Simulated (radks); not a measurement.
Results of a calculation; reference values are marked as such.
Si II, configuration [Ne] 3s2 3p1.

Code: a radial shooting solver on a logarithmic mesh with Libxc functionals. Model: non-relativistic Kohn-Sham, revTPSS, spin-polarised, spherical densities, point nucleus; open shells are filled with parallel spins first; meta-GGA in the generalised Kohn-Sham scheme.

Energy parts (eV):
part                      energy
total                  -7863.327
kinetic                 7851.608
electron-nucleus      -18622.120
Hartree                 3462.838
exchange-correlation    -555.654

Orbitals (lengths in bohr, moments of r in powers of bohr; r(90%) holds 90 % of the orbital's charge):
orbital,occ.,eigenvalue (eV),r(90%),<r>
1s up,1,-1799.204,0.199,0.1115
1s down,1,-1799.113,0.199,0.1115
2s up,1,-150.1527,0.894,0.5678
2s down,1,-150.0573,0.894,0.5678
2p up,3,-105.4984,0.903,0.5379
2p down,3,-105.3522,0.902,0.5377
3s up,1,-19.7255,3.09,2.066
3s down,1,-18.4213,3.13,2.080
3p up,1,-12.1357,3.72,2.431
3p down,0,-10.9629,3.85,2.494

The highest occupied level is 3p up at -12.136 eV. The density falls to 0.001 e/bohr^3 at r = 3.91 bohr. Spin moment in Bohr magnetons: 1.
